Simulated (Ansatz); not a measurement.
```yaml
crystal:
  periodic: [false, false, false]
  atoms:
    - {symbol: Mo, position_ang: [0.006427, -1.054956, -0.031598]}
    - {symbol: Mo, position_ang: [-0.006424, 1.054952, 0.031704]}
    - {symbol: P, position_ang: [2.113036, -0.490243, -0.065971]}
    - {symbol: P, position_ang: [-2.113038, 0.490247, 0.065866]}
basis:
  gaussian: {orbitals: STO-3G}
total_charge: 1
magnetization: {spin_polarized: true, initial_magnetization: 1}
hamiltonian: {xc: {name: B3LYP5}}
accuracy: high
```

```sh
$ ansatz run in.yaml --threads 4 --pin off --events-out ev --progress --plain --max-ram 3916MiB
```

Output, abridged:

```
Functional definition: B3LYP5
  name "B3LYP5"
  cite "Stephens, Devlin, Chabalowski & Frisch, J. Phys. Chem. 98, 11623 (1994) doi:10.1021/j100096a001"
  cite "Becke, Phys. Rev. A 38, 3098 (1988) doi:10.1103/PhysRevA.38.3098"
  cite "Lee, Yang & Parr, Phys. Rev. B 37, 785 (1988) doi:10.1103/PhysRevB.37.785"
  cite "Vosko, Wilk & Nusair, Can. J. Phys. 58, 1200 (1980) doi:10.1139/p80-159"
  parameter a0 = 0.2
  parameter ax = 0.72
  parameter ac = 0.81
  exchange = (1 - a0 - ax)*slater_x + ax*b88_x + a0*exact_x
  correlation = (1 - ac)*vwn5_c + ac*lyp_c
1526 factors; integrals over basis functions are off by at most 4.6e-9 eV
mean field evaluation 1: about -232649.1373 eV, gradient 2.4e1 eV
mean field evaluation 2: about -232610.6178 eV, gradient 7.4e1 eV
mean field evaluation 4: about -232652.8786 eV, gradient 1.5e0 eV
mean field evaluation 8: about -232652.9055 eV, gradient 2.5e-1 eV
mean field evaluation 16: about -232652.9031 eV, gradient 8.1e-3 eV
mean field evaluation 32: about -232652.9875 eV, gradient 7.1e-1 eV
mean field evaluation 64: about -232595.2169 eV, gradient 8.5e1 eV
mean field evaluation 96: about -232595.2373 eV, gradient 8.4e1 eV
mean field evaluation 128: about -232601.5574 eV, gradient 6.8e1 eV
mean field evaluation 160: about -232611.6679 eV, gradient 6.6e1 eV
mean field evaluation 192: about -232653.0037 eV, gradient 7.1e-4 eV
mean field evaluation 224: about -232653.0037 eV, gradient 2.0e-4 eV
mean field evaluation 256: about -232653.0020 eV, gradient 2.9e-4 eV
mean field evaluation 288: about -232653.0020 eV, gradient 1.2e-2 eV
mean field evaluation 320: about -232650.5625 eV, gradient 9.9e0 eV
mean field evaluation 352: about -232653.0037 eV, gradient 1.3e-4 eV
mean field evaluation 384: about -232652.2271 eV, gradient 7.4e0 eV
mean field evaluation 416: about -232653.0024 eV, gradient 3.4e-4 eV
mean field evaluation 448: about -232652.9032 eV, gradient 1.2e-3 eV
mean field evaluation 480: about -232653.0022 eV, gradient 2.5e-8 eV
mean field -232653.00365873 eV, -8549.8401865886 hartree, gradient 3.0e-8 eV, S^2 1.474020; 17 other end points of the search recorded, 0 dependent functions left out
reference -232653.00368986 eV, -8549.8401877326 hartree; 57, 56 occupied and 15, 16 virtual orbitals, 1526 factors
Total energy: -232653.00368986 eV, -8549.8401877326 hartree
```

Hardware: 4 threads of Arm Neoverse V2 on a shared host. Wall time 94 s, peak host memory 0.67 GiB.

The charge 1 doublet is spin-contaminated (final ⟨S²⟩ up to 1.47, 0.75 for a pure state).
